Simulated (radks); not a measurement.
Values are calculated unless marked as measured or tabulated.
Code: a radial shooting solver on a logarithmic mesh with Libxc functionals. Model: scalar-relativistic Kohn-Sham, LB94 model potential, spin-polarised, spherical densities, finite nucleus; open shells are filled with parallel spins first (spin-orbit coupling, left out, can overturn this in heavy ions); Fermi nuclear charge, rms radius of each element as measured or else 0.836 A^(1/3) + 0.57 fm. Response by self-consistent Sternheimer equations with the Hartree and adiabatic LDA kernel, the relativistic mass of each level held fixed and spin-orbit coupling left out. For heavy and open-shell atoms this level of theory can miss by tens of per cent. Rank Yb4+, Yb, Yb3+, Yb2+, Yb+, Yb5+, Yb6+ (NIST ground configurations) by static dipole polarisability, largest first.

Answer. Yb 96.49, Yb+ 44.24, Yb2+ 6.750, Yb3+ 4.470, Yb4+ 3.435, Yb5+ 2.845, Yb6+ 2.381 bohr^3.
